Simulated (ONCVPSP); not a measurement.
# Logarithmic derivatives: V (Z = 23), ONCV

* Element: V
* Generator: ONCVPSP 4.0.1
* Type: optimised norm-conserving Vanderbilt (ONCV)
* Functional: PBEsol
* Relativity: scalar-relativistic
* Frozen core: [Ne]
* Valence charge: 13
* Reference configuration: 3s2 3p6 3d4 4s1
* Partial waves: 3s+4s: rc 1.75 bohr, ncon 4, nbas 8, qcut 5.4 1/bohr, 2 projectors; 3p: rc 1.20 bohr, ncon 4, nbas 9, qcut 13.5 1/bohr, 3 projectors, debl 2.9 Ha; 3d: rc 1.20 bohr, ncon 4, nbas 8, qcut 9.1 1/bohr, 2 projectors, debl 3.7 Ha
* Local potential: polynomial inside 0.80 bohr (lpopt 5, dvloc0 0 Ha)
* Core correction: Teter function, fcfact 3.75, rcfact 1.25

The phase is arctan(r·R′/R) of the radial function R(r), unwrapped; energies in Ha, scanned from -4 to 5 Ha. A pole is an energy at which the radial function vanishes at the test radius. The pseudo phase is shifted by a multiple of π to meet the all-electron one at the reference energy, and phase errors are pseudo minus all-electron; the curves can meet again beyond the range given. Levels narrower than the energy grid can be missing from the lists of poles.

```
channel  radius (bohr)  reference energy (Ha)  poles, all-electron  poles, pseudo  unbroken range about the reference energy with phases within 0.05 rad  phase error 1 Ha above the reference energy (rad)
      s           1.78                  -0.14          -2.22, 4.75    -2.22, 4.08                                                              below 4.2                                             -0.005
      p           1.22                  -1.49                 0.64           0.64                                                        the whole range                                             -0.000
      d           1.22                  -0.09                 1.93           1.93                                                        the whole range                                             -0.000
```

Phases in the s channel:

```json
{"E (Ha)": "-3.98", "all-electron": "1.231", "pseudo": "1.231"}
{"E (Ha)": "-3.74", "all-electron": "1.196", "pseudo": "1.196"}
{"E (Ha)": "-3.50", "all-electron": "1.144", "pseudo": "1.144"}
{"E (Ha)": "-3.26", "all-electron": "1.055", "pseudo": "1.055"}
{"E (Ha)": "-3.02", "all-electron": "0.861", "pseudo": "0.860"}
{"E (Ha)": "-2.78", "all-electron": "0.181", "pseudo": "0.180"}
{"E (Ha)": "-2.54", "all-electron": "-1.112", "pseudo": "-1.112"}
{"E (Ha)": "-2.30", "all-electron": "-1.511", "pseudo": "-1.511"}
{"E (Ha)": "-2.06", "all-electron": "-1.656", "pseudo": "-1.657"}
{"E (Ha)": "-1.82", "all-electron": "-1.739", "pseudo": "-1.740"}
{"E (Ha)": "-1.58", "all-electron": "-1.801", "pseudo": "-1.801"}
{"E (Ha)": "-1.34", "all-electron": "-1.856", "pseudo": "-1.856"}
{"E (Ha)": "-1.10", "all-electron": "-1.911", "pseudo": "-1.911"}
{"E (Ha)": "-0.86", "all-electron": "-1.972", "pseudo": "-1.973"}
{"E (Ha)": "-0.62", "all-electron": "-2.047", "pseudo": "-2.047"}
{"E (Ha)": "-0.38", "all-electron": "-2.142", "pseudo": "-2.142"}
{"E (Ha)": "-0.14", "all-electron": "-2.272", "pseudo": "-2.272"}
{"E (Ha)": "0.10", "all-electron": "-2.457", "pseudo": "-2.457"}
{"E (Ha)": "0.34", "all-electron": "-2.727", "pseudo": "-2.728"}
{"E (Ha)": "0.58", "all-electron": "-3.092", "pseudo": "-3.094"}
{"E (Ha)": "0.82", "all-electron": "-3.487", "pseudo": "-3.492"}
{"E (Ha)": "1.06", "all-electron": "-3.815", "pseudo": "-3.820"}
{"E (Ha)": "1.30", "all-electron": "-4.045", "pseudo": "-4.052"}
{"E (Ha)": "1.54", "all-electron": "-4.202", "pseudo": "-4.209"}
{"E (Ha)": "1.78", "all-electron": "-4.311", "pseudo": "-4.319"}
{"E (Ha)": "2.02", "all-electron": "-4.391", "pseudo": "-4.399"}
{"E (Ha)": "2.26", "all-electron": "-4.451", "pseudo": "-4.461"}
{"E (Ha)": "2.50", "all-electron": "-4.498", "pseudo": "-4.509"}
{"E (Ha)": "2.74", "all-electron": "-4.537", "pseudo": "-4.549"}
{"E (Ha)": "2.98", "all-electron": "-4.568", "pseudo": "-4.583"}
{"E (Ha)": "3.22", "all-electron": "-4.595", "pseudo": "-4.613"}
{"E (Ha)": "3.46", "all-electron": "-4.619", "pseudo": "-4.641"}
{"E (Ha)": "3.70", "all-electron": "-4.640", "pseudo": "-4.668"}
{"E (Ha)": "3.94", "all-electron": "-4.658", "pseudo": "-4.695"}
{"E (Ha)": "4.18", "all-electron": "-4.676", "pseudo": "-4.725"}
{"E (Ha)": "4.42", "all-electron": "-4.691", "pseudo": "-4.764"}
{"E (Ha)": "4.66", "all-electron": "-4.707", "pseudo": "-4.824"}
{"E (Ha)": "4.90", "all-electron": "-4.721", "pseudo": "-4.962"}
```
